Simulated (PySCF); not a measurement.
## `C1(Cl)=C\C=C/C=C\C=C/1`, C8H7Cl

Molfile (atoms numbered from 1):
```
C8H7Cl
     RDKit          3D

 16 16  0  0  0  0  0  0  0  0999 V2000
    2.9870    0.2351    1.4033 Cl  0  0  0  0  0  0  0  0  0  0  0  0
    1.6052   -0.0359    0.3717 C   0  0  0  0  0  0  0  0  0  0  0  0
    1.1190   -1.2625    0.2334 C   0  0  0  0  0  0  0  0  0  0  0  0
   -0.0020   -1.6109   -0.6426 C   0  0  0  0  0  0  0  0  0  0  0  0
   -1.2229   -1.0924   -0.5772 C   0  0  0  0  0  0  0  0  0  0  0  0
   -1.6813   -0.0818    0.3789 C   0  0  0  0  0  0  0  0  0  0  0  0
   -1.1741    1.1351    0.5405 C   0  0  0  0  0  0  0  0  0  0  0  0
   -0.0566    1.7031   -0.2154 C   0  0  0  0  0  0  0  0  0  0  0  0
    1.1621    1.1843   -0.3086 C   0  0  0  0  0  0  0  0  0  0  0  0
    1.5912   -2.0916    0.7448 H   0  0  0  0  0  0  0  0  0  0  0  0
    0.2039   -2.4134   -1.3411 H   0  0  0  0  0  0  0  0  0  0  0  0
   -1.9984   -1.4805   -1.2277 H   0  0  0  0  0  0  0  0  0  0  0  0
   -2.5638   -0.3660    0.9410 H   0  0  0  0  0  0  0  0  0  0  0  0
   -1.6494    1.8235    1.2297 H   0  0  0  0  0  0  0  0  0  0  0  0
   -0.2672    2.6527   -0.6940 H   0  0  0  0  0  0  0  0  0  0  0  0
    1.9397    1.7099   -0.8484 H   0  0  0  0  0  0  0  0  0  0  0  0
  1  2  1  0
  2  3  2  0
  3  4  1  0
  4  5  2  0
  5  6  1  0
  6  7  2  0
  7  8  1  0
  8  9  2  0
  9  2  1  0
  3 10  1  0
  4 11  1  0
  5 12  1  0
  6 13  1  0
  7 14  1  0
  8 15  1  0
  9 16  1  0
M  END
```

Level of theory: PySCF, TDDFT PBE0/def2-SVPD excited states, vertical, gas phase. Geometry: GFN2-xTB.

How strongly do the lowest singlets absorb one photon, and two photons of half the energy?

δ for parallel linear polarisation; σ at the peak of a Lorentzian of half width 0.1 eV, single beam; Ω is circular over linear.
| state | E (eV) | f | photon λ (nm) | δ (au) | σ (GM) | Ω | main |
| --- | --- | --- | --- | --- | --- | --- | --- |
| S1 | 3.90 | 0.002 | 635 | 7.67 | 0.04 | 0.65 | HOMO→LUMO 0.99 |
| S2 | 5.11 | 0.008 | 485 | 28.1 | 0.27 | 0.82 | HOMO−1→LUMO 0.63, HOMO→LUMO+1 0.23 |
| S3 | 5.26 | 0.012 | 471 | 10.9 | 0.11 | 1.07 | HOMO−2→LUMO 0.38, HOMO→LUMO+1 0.36 |
| S4 | 5.86 | 0.185 | 423 | 3.61 | 0.04 | 1.14 | HOMO−2→LUMO 0.41, HOMO→LUMO+1 0.26 |
| S5 | 6.03 | 0.262 | 411 | 55.7 | 0.74 | 1.24 | HOMO→LUMO+2 0.54, HOMO−1→LUMO 0.19 |

Among these, the strongest one-photon state is S5, the strongest two-photon state S5, with a dipole change of 1.8 D (relaxed, norm of the difference vector).
